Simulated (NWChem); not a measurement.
BeSiH4Se; SMILES [SeH][Be][SiH3]

```xyz
7

Be    -0.0175    -0.5843     0.0057
Se    -0.0332     1.4578     0.0000
H      1.4416     1.4580    -0.0005
Si    -0.0146    -2.7651     0.0001
H     -1.1915    -3.3200    -0.7464
H     -0.0618    -3.3413     1.3836
H      1.2161    -3.3136    -0.6599
```
Atoms are numbered in this order, from 1.

Computed with NWChem. Medium grid unless said otherwise, to which SCAN and Minnesota functionals are sensitive. Structure relaxed at the PBE0/def2-SVP level.

Problem. Order these by “orbital gap (eV)”, lowest first: MN15-L/def2-TZVP; CAM-B3LYP/def2-TZVP; B3PW91/def2-TZVP; Hartree-Fock/def2-TZVP.

Solution. MN15-L/def2-TZVP (4.51), B3PW91/def2-TZVP (5.54), CAM-B3LYP/def2-TZVP (8.16), Hartree-Fock/def2-TZVP (11.20)
